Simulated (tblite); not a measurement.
Compound: C4H12SSi.
Z-matrix (Å and degrees, GFN2-xTB geometry), rows numbered from 1:
```
C 
S   1  1.8155
C   2  1.8231  1  100.33
C   3  1.5212  2  113.38  1   -72.47
C   4  1.5259  3  111.17  2  -175.10
Si  5  1.9032  4  112.93  3   179.73
H   1  1.0847  2  106.54  3  -171.24
H   1  1.0860  2  110.22  3    69.70
H   1  1.0864  2  109.36  3   -52.37
H   3  1.0904  2  104.58  1   167.05
H   3  1.0916  2  107.62  1    51.37
H   4  1.0925  3  109.62  2    63.80
H   4  1.0922  3  108.85  2   -53.80
H   5  1.0923  4  108.92  3    57.63
H   5  1.0926  4  108.91  3   -57.92
H   6  1.4632  5  108.82  4  -179.73
H   6  1.4635  5  109.24  4   -59.37
H   6  1.4647  5  109.15  4    60.26
```

Level: GFN2-xTB in tblite, geometry and Hessian alike; calculated harmonic values, unscaled, isolated species. The method is semi-empirical: single wavenumbers can be off by several per cent or more. Modes of hydrogen on silicon can be 10 to 20 % off. One conformer, not necessarily the lowest.

Harmonic wavenumbers (cm⁻¹): 46.5, 69.1, 99.3, 111.1, 127.7, 160.9, 245.7, 287.1, 335.1, 511.1, 544.8, 708.4, 732.4, 735.9, 776.2, 782.0, 788.9, 789.6, 804.6, 923.9, 940.9, 983.0, 1051.5, 1080.8, 1081.9, 1202.9, 1243.6, 1265.2, 1282.1, 1317.1, 1344.9, 1445.2, 1450.3, 1458.4, 1487.8, 1493.7, 2256.6, 2268.6, 2270.2, 2955.1, 2958.3, 2970.8, 2974.7, 2984.0, 2995.1, 3022.0, 3027.5, 3064.4.

A = 6176, B = 727.0, C = 691.7 MHz; mass 120.043 u (most abundant isotopes); point group C1, symmetry number 1.

Problem. Zero-point energy?

Solution. Half the sum of the wavenumbers: 31728 cm⁻¹ = 90.72 kcal/mol.

Problem. Entropy at 400 K, 1 bar (ideal gas, RRHO, classical rotation)?

Solution. Translation 41.75, rotation 29.90, vibration 39.43: S = 111.1 cal/(mol K).

Problem. And Cp and H(400 K) − H(0)?

Solution. Cp = 45.51 cal/(mol K), of which vibrations give 37.56 (their classical limit is 48 R = 95.4); H(400 K) − H(0) = 11.04 kcal/mol without the zero-point energy, 7.86 from vibrations.

Problem. Blend soft modes into free rotors: weight 1/[1 + (100 cm⁻¹/ν̃)⁴] for the oscillator and the rest for a rotor with moment μB/(μ + B), μ = h/(8π²ν), B = 10⁻⁴⁴ kg m². What vibrational entropy results?

Solution. 35.87 cal/(mol K) in place of 39.43, which changes −T·S at 400 K by +1.43 kcal/mol.

Problem. What must be added to the electronic energy to get the Gibbs energy at 400 K and 1 bar?

Solution. ZPE + [H(400 K) − H(0)] − T·S = 90.72 + 11.04 − 44.43 = 57.33 kcal/mol.

Problem. How do the functions run with temperature in this model?

Solution. 
| T (K) | S (cal/(mol K)) | Cp (cal/(mol K)) | H − H(0) (kcal/mol) | G − H(0) (kcal/mol) | ln q(vib) |
| --- | --- | --- | --- | --- | --- |
| 150 | 79.2 | 23.4 | 2.46 | -9.42 | 3.47 |
| 250 | 93.1 | 31.9 | 5.21 | -18.06 | 6.17 |
| 298.15 | 99.1 | 36.4 | 6.86 | -22.69 | 7.41 |
| 600 | 132.4 | 59.7 | 21.64 | -57.79 | 14.79 |
| 900 | 159.5 | 73.7 | 41.83 | -101.71 | 21.57 |

q(vib) and H(0) count from the zero-point level.

Hindered rotation and anharmonicity are outside this model. Other conformers, if any are populated, would add a mixing term that is left out. The structure is chiral; the term R ln 2 for an equal mix with its mirror image is left out.
